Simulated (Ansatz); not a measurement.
`C[SiH2]C(=O)[SiH3]`, charge 0, multiplicity 1.

Question: Give a relaxed structure at PBE0-D4/def2-TZVP (Ansatz). (An estimate is asked.)

Answer: Computed: 
```xyz
13

C    -1.392    1.136   -1.614
Si    0.061    0.900   -0.476
C    -0.077   -0.826    0.398
O    -1.018   -1.546    0.126
Si    1.247   -1.419    1.687
H    -1.338    2.097   -2.129
H    -1.417    0.341   -2.362
H    -2.325    1.094   -1.050
H     0.127    1.933    0.597
H     1.366    0.924   -1.196
H     2.584   -1.406    1.033
H     1.274   -0.448    2.814
H     0.909   -2.780    2.171
```
Point group Cs.
This is one stationary point; other conformers may exist.
